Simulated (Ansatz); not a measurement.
A first, cheap relaxation of C₃H₇NOSi (`C=CN([SiH3])C=O`).

```yaml
crystal:
  periodic: [false, false, false]
  atoms:
    - {symbol: C, position_ang: [-0.181700, -2.031400, -0.575500]}
    - {symbol: C, position_ang: [-0.539600, -1.057600, 0.323100]}
    - {symbol: N, position_ang: [-0.194100, 0.279300, 0.344600]}
    - {symbol: Si, position_ang: [0.931600, 1.060900, -0.865000]}
    - {symbol: C, position_ang: [-0.572900, 1.088900, 1.383900]}
    - {symbol: O, position_ang: [-1.281000, 0.774300, 2.347100]}
    - {symbol: H, position_ang: [-0.583200, -2.995300, -0.459800]}
    - {symbol: H, position_ang: [0.418900, -1.794800, -1.470900]}
    - {symbol: H, position_ang: [-1.159800, -1.347900, 1.204900]}
    - {symbol: H, position_ang: [0.774400, 2.526400, -0.696700]}
    - {symbol: H, position_ang: [2.252800, 0.621400, -0.640300]}
    - {symbol: H, position_ang: [0.418800, 0.676900, -2.203800]}
    - {symbol: H, position_ang: [-0.263900, 2.164100, 1.323300]}
basis:
  gaussian: {orbitals: def2-SVP}
hamiltonian: {xc: pbe, dispersion: d4}
relax: {f_tol: 0.03, max_steps: 200}
```

```sh
$ ansatz run in.yaml --threads 4 --pin off --events-out ev --progress --plain --max-ram 10444MiB
```

Output, abridged:

```
Functional definition: PBE
mean field -14619.57323607 eV, -537.2594069228 hartree, gradient 1.9e-5 eV, S^2 0.000000; 0 other end points of the search recorded, 0 dependent functions left out
relax step   1: F+E_penalty+E_count = -14619.87861850 eV  Δ(F+E_penalty+E_count) = +0.000e0 eV  max|allowed force component| = 3.038e0 eV/Å  Δτ_max = 0.0000 Å  (30 SCF iters, accepted)
mean field -14619.77962586 eV, -537.2669916077 hartree, gradient 1.7e-5 eV, S^2 0.000000; 0 other end points of the search recorded, 0 dependent functions left out
relax step   2: F+E_penalty+E_count = -14620.08573736 eV  Δ(F+E_penalty+E_count) = -2.071e-1 eV  max|allowed force component| = 1.773e0 eV/Å  Δτ_max = 0.0822 Å  (32 SCF iters, accepted)
mean field -14619.81975857 eV, -537.2684664578 hartree, gradient 2.1e-5 eV, S^2 0.000000; 0 other end points of the search recorded, 0 dependent functions left out
relax step   3: F+E_penalty+E_count = -14620.12721964 eV  Δ(F+E_penalty+E_count) = -4.148e-2 eV  max|allowed force component| = 1.229e0 eV/Å  Δτ_max = 0.2000 Å  (32 SCF iters, accepted)
mean field -14619.87221302 eV, -537.2703941230 hartree, gradient 1.1e-5 eV, S^2 0.000000; 0 other end points of the search recorded, 0 dependent functions left out
relax step   4: F+E_penalty+E_count = -14620.17914521 eV  Δ(F+E_penalty+E_count) = -5.193e-2 eV  max|allowed force component| = 1.942e-1 eV/Å  Δτ_max = 0.1478 Å  (33 SCF iters, accepted)
mean field -14619.88167164 eV, -537.2707417210 hartree, gradient 1.2e-5 eV, S^2 0.000000; 0 other end points of the search recorded, 0 dependent functions left out
relax step   5: F+E_penalty+E_count = -14620.18908657 eV  Δ(F+E_penalty+E_count) = -9.941e-3 eV  max|allowed force component| = 9.542e-2 eV/Å  Δτ_max = 0.1097 Å  (33 SCF iters, accepted)
mean field -14619.88343161 eV, -537.2708063987 hartree, gradient 1.2e-5 eV, S^2 0.000000; 0 other end points of the search recorded, 0 dependent functions left out
relax step   6: F+E_penalty+E_count = -14620.19101488 eV  Δ(F+E_penalty+E_count) = -1.928e-3 eV  max|allowed force component| = 3.618e-2 eV/Å  Δτ_max = 0.0456 Å  (33 SCF iters, accepted)
mean field -14619.88366005 eV, -537.2708147938 hartree, gradient 1.0e-5 eV, S^2 0.000000; 0 other end points of the search recorded, 0 dependent functions left out
relax step   7: F+E_penalty+E_count = -14620.19128604 eV  Δ(F+E_penalty+E_count) = -2.712e-4 eV  max|allowed force component| = 2.137e-2 eV/Å  Δτ_max = 0.0242 Å  (34 SCF iters, accepted)
mean field -14619.88366005 eV, -537.2708147938 hartree, gradient 1.8e-5 eV, S^2 0.000000; 1 other end points of the search recorded, 0 dependent functions left out
Total energy: -14620.19132089 eV, -537.2821211212 hartree
Atom 0 at    -0.122220    -1.956581    -0.540936 Å, force    -0.005114     0.009201     0.008376 eV/Å
Atom 1 at    -0.520227    -1.045078     0.369961 Å, force    -0.002812    -0.001066     0.003361 eV/Å
Atom 2 at    -0.173154     0.320526     0.373023 Å, force     0.012434     0.017246    -0.018998 eV/Å
Atom 3 at     0.883667     1.014315    -0.903374 Å, force    -0.001403     0.008758     0.010766 eV/Å
Atom 4 at    -0.681210     1.119184     1.409102 Å, force    -0.004983    -0.021375    -0.004529 eV/Å
Atom 5 at    -1.400122     0.721646     2.306779 Å, force     0.002464     0.000264    -0.003447 eV/Å
Atom 6 at    -0.455071    -2.999112    -0.443577 Å, force    -0.000662     0.001979    -0.002680 eV/Å
Atom 7 at     0.529770    -1.719285    -1.397090 Å, force     0.000195    -0.001010     0.006260 eV/Å
Atom 8 at    -1.174574    -1.310091     1.215924 Å, force     0.001426    -0.005063     0.004346 eV/Å
Atom 9 at     1.006950     2.469213    -0.568106 Å, force     0.000091    -0.003102    -0.000502 eV/Å
Atom 10 at     2.223546     0.340141    -0.876143 Å, force    -0.000624    -0.003810    -0.002257 eV/Å
Atom 11 at     0.248122     0.822385    -2.248588 Å, force    -0.001575    -0.000919     0.001244 eV/Å
Atom 12 at    -0.345178     2.187936     1.317926 Å, force     0.000563    -0.001104    -0.001938 eV/Å
Dipole moment:     0.350714     0.089041    -0.477967 e Å
```

It took 5.5 s on 4 threads of an AMD EPYC 9R45 on a shared host, with 0.19 GiB of host memory at the peak.
